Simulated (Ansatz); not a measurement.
`O[SiH](F)N[SiH3]` + `CCB(O)O` → `CCB(O)O[SiH3]` + `N[SiH](O)F`  (ligand exchange at the Si–N bond)

Program: Ansatz. Geometries: PBE0-D4/def2-TZVP. ΔE: electronic, gas phase. CBS: MP2 limit from def2 TZ/QZ plus the TZ coupled-cluster correction, frozen cores. This one scheme is used for every species. Functionals use def2-TZVPP. B3LYP here is the variant with VWN-RPA as its local correlation; programs differ in this. Each species was taken in one conformer, which may not be the lowest.

`O[SiH](F)N[SiH3]`:

Z-matrix (Å, degrees):
```
Si
F 1 1.597
N 1 1.705 2 103.7
O 1 1.628 2 111.6 3 122.1
H 1 1.472 2 108.1 3 -123.2
Si 3 1.737 1 128.4 2 -10.9
H 3 1.010 1 116.4 2 172.6
H 4 0.959 1 118.2 2 -67.5
H 6 1.486 3 112.2 1 73.5
H 6 1.484 3 111.0 1 -47.7
H 6 1.486 3 106.9 1 -167.4
```

`CCB(O)O`:

Z-matrix (Å, degrees):
```
C
C 1 1.524
H 1 1.095 2 111.7
H 1 1.092 2 112.1 3 119.7
H 1 1.095 2 111.7 3 -120.6
B 2 1.575 1 115.9 3 60.3
H 2 1.096 1 110.2 3 -62.3
H 2 1.096 1 110.3 3 -177.1
O 6 1.363 2 118.8 1 179.6
O 6 1.370 2 123.8 1 -0.4
H 9 0.962 6 111.9 2 180.0
H 10 0.959 6 113.0 2 0.0
```

`CCB(O)O[SiH3]`:

Cartesian coordinates in Å:
```
C -0.341 1.734 1.513
C 0.138 0.848 0.370
B -0.526 -0.575 0.285
O -1.462 -0.945 1.200
O -0.194 -1.482 -0.695
Si 0.859 -1.425 -1.958
H -0.155 1.264 2.480
H -1.416 1.914 1.448
H 0.162 2.704 1.509
H -0.019 1.353 -0.593
H 1.226 0.710 0.428
H -1.788 -1.835 1.038
H 0.505 -0.319 -2.886
H 0.761 -2.722 -2.667
H 2.249 -1.224 -1.472
```

`N[SiH](O)F`:

```xyz
8

N    -0.041    1.185   -0.026
Si    0.321   -0.469   -0.166
O    -0.611   -1.349    0.838
F     0.052   -0.804   -1.703
H     0.115    1.810   -0.800
H     0.012    1.663    0.858
H     1.697   -0.905    0.132
H    -1.545   -1.131    0.867
```

```tsv
level	ΔE (kJ/mol)	difference from CCSD(T)/CBS
PBE-D4	-29.6	5.7
r2SCAN-D4	-34.7	0.6
PBE0-D4	-31.2	4.1
B3LYP-D4	-37.2	-1.9
ωB97X-V	-34.9	0.4
ωB97M-V	-34.1	1.2
B2PLYP	-37.0	-1.7
PBE	-29.5	5.8
r2SCAN	-34.5	0.8
PBE0	-31.1	4.2
B3LYP	-37.3	-2.0
HF/def2-TZVPP	-44.0	-8.7
MP2/def2-TZVPP	-34.9	0.4
SCS-MP2/def2-TZVPP	-36.8	-1.5
CCSD/def2-TZVPP	-35.8	-0.5
CCSD(T)/def2-TZVPP	-34.6	0.7
HF/def2-QZVPP	-44.7	-9.4
MP2/def2-QZVPP	-35.6	-0.3
SCS-MP2/def2-QZVPP	-37.3	-2.0
HF/CBS(def2)	-44.8	-9.5
MP2/CBS(def2)	-35.6	-0.3
CCSD/CBS(def2)	-36.5	-1.2
CCSD(T)/CBS	-35.3	0
```

Largest T1 diagnostic among the species: 0.012.

In def2-TZVPP, CCSD(T) changes the Hartree–Fock value by +9.4 kJ/mol (the triples alone add +1.3 kJ/mol) and MP2 by +9.1 kJ/mol.
